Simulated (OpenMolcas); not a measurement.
Nb4+ among 4 point charges of -1.3 e arranged as a tetrahedron (Td), 2.15 Å from the ion.

```
Program             : OpenMolcas
Method              : CASSCF
Basis               : ANO-RCC-VDZP [6s5p3d1f]
Scalar Hamiltonian  : DKH2, point nucleus
Active space        : 1 electron in 5 orbitals (4d)
State averaging     : 2S+1 = 2 even, 5 roots
Spin-orbit coupling : state interaction with AMFI integrals over the reference wave functions
```

**Question.** What is the spin-free ground state (labels of Td)?

**Answer.** 2E, 2-fold in its orbital part, 100 % from free-ion D terms; it has the highest spin that d1 allows.

**Question.** Where is the first state of the same spin?

**Answer.** 2T2 at 2630 cm-1 above the ground state.

**Question.** What are the lowest two levels with spin-orbit coupling?

**Answer.** A 4-fold level Γ8, then a 4-fold level Γ8 2888 cm-1 above it. Their leading multiplicities are 2 (100 %) and 2 (100 %).

**Question.** What is χT at 300 K, and how does it compare with the textbook value?

**Answer.** The lowest level has 2S+1 = 2, for which the spin-only value is χT = S(S+1) / 2 = 0.375 cm3 K/mol (g = 2). The computed 0.232 at 300 K differs by -0.143, through orbital momentum, spin-orbit coupling and any other state in reach.

**Question.** Which ligand-field parameters describe the states?

**Answer.** The gap between the two states is 10Dq = -2634 cm-1 (negative for this site). 

An orbital doublet at a regular site is open to a Jahn-Teller distortion, which this geometry leaves out. The ground term spreads over less than 5000 cm-1, several times less than with real ligands, so orbital moments are less quenched and χT lies further from the spin-only value than at real sites. Point charges carry no covalency, so the field is a model and not that of real ligands. No measured value stands beside these numbers.
